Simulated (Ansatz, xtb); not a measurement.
# Two isomers of C5H4BrClO

We compare X, `C=C/C(Cl)=C(/Br)C=O`, a singlet, with Y, `O=C(/C=C/Cl)/C=C/Br`, a singlet. Both are isolated molecules in the gas phase, relaxed with B3LYP-D3(BJ)/def2-SVP, each in the lowest conformer that the search found.

Quicker runs give these differences E(Y) − E(X): GFN2-xTB −1.9 kcal/mol; HF/STO-3G −6.5 kcal/mol (at GFN2-xTB geometries); r2SCAN-D4/def2-SVP −3.4 kcal/mol (at GFN2-xTB geometries).

Task: Estimate E(Y) − E(X) at the level CCSD(T)/def2-SVP + ΔMP2/def2-TZVPP.

Result: Calculated at CCSD(T)/def2-SVP + ΔMP2/def2-TZVPP: E(Y) − E(X) = −3.3 kcal/mol, so structure Y lies lower.

Level by level:

```tsv
level	geometry	E(Y) − E(X) (kcal/mol)	departure from the last row (kcal/mol)	job, with rough time for the two
GFN2-xTB	GFN2-xTB	−1.9	+1.4	optimisation, 0.19 s
HF/STO-3G	GFN2-xTB	−6.5	−3.2	single point, 0.62 s
r2SCAN-D4/def2-SVP	GFN2-xTB	−3.4	−0.1	single point, 3.1 s
B3LYP-D3(BJ)/def2-SVP	B3LYP-D3(BJ)/def2-SVP	−2.7	+0.5	optimisation, 33 s
HF/def2-SVP	B3LYP-D3(BJ)/def2-SVP	−9.0	−5.7	part of the CCSD(T) run
MP2/def2-SVP	B3LYP-D3(BJ)/def2-SVP	−2.2	+1.1	part of the CCSD(T) run
CCSD(T)/def2-SVP	B3LYP-D3(BJ)/def2-SVP	−3.5	−0.2	single point
CCSD(T)/def2-SVP + ΔMP2/def2-TZVPP	B3LYP-D3(BJ)/def2-SVP	−3.3		single point, 91 s
```

As drawn, both hold the same kinds of bond in the same numbers.

None of the levels shown reverses the order. The largest departure from CCSD(T)/def2-SVP + ΔMP2/def2-TZVPP is that of HF/def2-SVP, 5.7 kcal/mol. The last row adds to CCSD(T) the change of the MP2 difference between the two basis sets, here +0.2 kcal/mol.

With thermal terms from frequencies at re-optimised GFN2-xTB minima (ideal gas, soft modes damped towards free rotors, one conformer each, 298.15 K, 1 atm): on the last row, ΔE + ΔZPE = −3.0, ΔH = −3.0, ΔG = −3.4 kcal/mol.

The correlated steps freeze 20 core orbitals; the filled d shell of Br is correlated, in a basis made for valence electrons. Programs: Ansatz 0.2.0, xtb 6.7.1; the last row on 4 threads of Intel(R) Xeon(R) Platinum 8488C (Sapphire Rapids) on a shared host.
